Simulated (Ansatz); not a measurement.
F₄Zr, charge -1, doublet, at a GFN2-xTB geometry (such geometries of metal compounds can be far from the true shape) (the multiplicity is a formal guess) (core potentials on Zr) (a gas-phase anion, which may not be bound at this level). Base run: B3LYP/def2-SVP in Ansatz (a first-principles code).

Ansatz was given this input:
Ansatz 0.2 input:
```yaml
crystal:
  periodic: [false, false, false]
  atoms:
    - {symbol: Zr, position_ang: [-0.00000000, -0.00000000, -0.00000000]}
    - {symbol: F, position_ang: [1.24556811, 0.91342607, -1.18855700]}
    - {symbol: F, position_ang: [0.98352643, -1.22128003, 1.15741336]}
    - {symbol: F, position_ang: [-1.28977722, -1.00610477, -1.05956725]}
    - {symbol: F, position_ang: [-0.93931732, 1.31395873, 1.09071089]}
basis:
  gaussian:
    orbitals: def2-SVP
hamiltonian:
  xc: b3lyp
total_charge: -1
magnetization: {spin_polarized: true, initial_magnetization: 1}
```

Each row names what was changed in the base input (with any setting that the change needs).

```csv
change,ΔE vs base (mEh)
base,0.000
"point_charge = charge:0.5 position_ang:3.6795, 2.1242, -2.538",-61.838
"final_grid = 4, 8, 17",-0.417
lower_state_search = full,0.000
"final_grid = 10, 20, 41",0.000
lower_state_search = off,0.000
forces = on,0.000
"point_charge = charge:1.0 position_ang:2.9275, -3.9517, 0.5532",-132.6
"final_grid = 14, 28, 59",0.001
nuclear_model = gaussian,0.085
"final_grid = 6, 12, 29",-0.015
```

Ansatz warned in this series: the state or the total is in doubt.

A gas-phase anion may not be bound at this level; its values then depend on the basis.
